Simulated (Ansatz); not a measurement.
A CCSD(T) single point on AlH$_{4}$OPSi.

```yaml
crystal:
  periodic: [false, false, false]
  atoms:
    - {symbol: O, position_ang: [-0.091380, 1.406538, -0.709401]}
    - {symbol: P, position_ang: [-1.199379, -0.129605, -0.883901]}
    - {symbol: Al, position_ang: [0.042568, 0.613654, 0.989141]}
    - {symbol: Si, position_ang: [0.580155, -1.351537, -0.177668]}
    - {symbol: H, position_ang: [-0.650778, 2.183155, -0.829733]}
    - {symbol: H, position_ang: [-0.206320, 1.532152, 2.245640]}
    - {symbol: H, position_ang: [1.639574, -1.755222, -1.146075]}
    - {symbol: H, position_ang: [-0.022242, -2.556135, 0.456096]}
basis:
  gaussian: {orbitals: def2-SVP}
correlation: {method: ccsd_t}
```

```sh
$ ansatz run in.yaml --threads 2 --pin off --events-out ev --progress --plain --max-ram 4352MiB
```

The program prints (abridged):

```
Functional definition: HF
818 factors; integrals over basis functions are off by at most 1.2e-3 eV
mean field evaluation 1: about -25805.7888 eV, gradient 2.7e1 eV
mean field evaluation 2: about -25805.7940 eV, gradient 2.7e1 eV
mean field evaluation 4: about -25807.8614 eV, gradient 3.5e0 eV
mean field evaluation 8: about -25807.9296 eV, gradient 1.3e-1 eV
mean field evaluation 16: about -25807.9165 eV, gradient 7.0e-1 eV
mean field -25807.93001743 eV, -948.4239348975 hartree, gradient 1.6e-6 eV, S^2 0.000000; 0 other end points of the search recorded, 0 dependent functions left out
16 core orbitals not correlated: weight in the atoms' cores, before any rotation towards them, 1.000 or more for the frozen orbitals, at most 0.000 for the correlated occupied ones
reference -25807.93001743 eV, -948.4239348975 hartree; 11, 11 occupied and 61, 61 virtual orbitals, 818 factors
second order -12.53604274 eV of doubles, -0.00000000 eV of singles
cycle   1  -13.23044043 eV  change   -6.9e-1 eV  update   1.1e-1
cycle   2  -13.69388824 eV  change   -4.6e-1 eV  update   3.5e-2
cycle   3  -13.80310434 eV  change   -1.1e-1 eV  update   1.9e-2
cycle   4  -13.79659435 eV  change    6.5e-3 eV  update   6.2e-3
cycle   5  -13.79529085 eV  change    1.3e-3 eV  update   3.1e-3
cycle   6  -13.79545542 eV  change   -1.6e-4 eV  update   1.4e-3
cycle   7  -13.79502261 eV  change    4.3e-4 eV  update   6.3e-4
cycle   8  -13.79521800 eV  change   -2.0e-4 eV  update   2.9e-4
cycle   9  -13.79532045 eV  change   -1.0e-4 eV  update   1.2e-4
cycle  10  -13.79523603 eV  change    8.4e-5 eV  update   4.8e-5
cycle  11  -13.79526675 eV  change   -3.1e-5 eV  update   2.1e-5
cycle  12  -13.79526769 eV  change   -9.4e-7 eV  update   8.3e-6
perturbative correction -0.46710168 eV, -0.0171656700 hartree
Total energy: -25822.19238680 eV, -948.9480673042 hartree
```

Run time 2.7 s (2 threads of an Arm Neoverse V1 on a shared host); peak host memory 0.24 GiB.

Correlation energy per correlated electron: -0.648 eV. T1 diagnostic: 0.0178.
